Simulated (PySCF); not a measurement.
F5Mo (SMILES [F][Mo]([F])([F])([F])[F]), doublet, at a GFN2-xTB geometry (such geometries of metal compounds can be far from the true shape) (the multiplicity is a formal guess) (core potentials on Mo).

PySCF was given this input:
```python
from pyscf import gto, scf

mol = gto.M(
    atom='''
Mo    0.026336   -0.021561    0.090421
F     0.498854   -0.408411    1.712759
F    -1.409849    0.596512   -0.900245
F     0.974785    1.409673    0.286742
F     0.668439    0.010479   -1.645303
F    -0.855130   -1.507635    0.124081
''',
    basis='def2-svp',
    ecp={'Mo': 'def2-svp'},
    charge=0,
    spin=1,
    verbose=4,
)

mf = scf.UHF(mol)
mf.kernel()
```

Give the Mulliken (on the basis functions themselves) charges in atom order at the level PySCF with HF/def2-SVP.

Mo1 2.29, F2 -0.45, F3 -0.48, F4 -0.45, F5 -0.48, F6 -0.45

What is the computed HOMO energy (HF/def2-SVP)?

-14.07 eV

Predict the number of basis functions from HF/def2-SVP.

101

Predict the <S^2> from HF/def2-SVP.

0.754

What is the computed total energy (HF/def2-SVP)?

-564.3638 Eh

Estimate the dipole moment that HF/def2-SVP returns for this input.

2.53 D

These values belong to the state on which the SCF converged, which isn't shown to be the lowest.
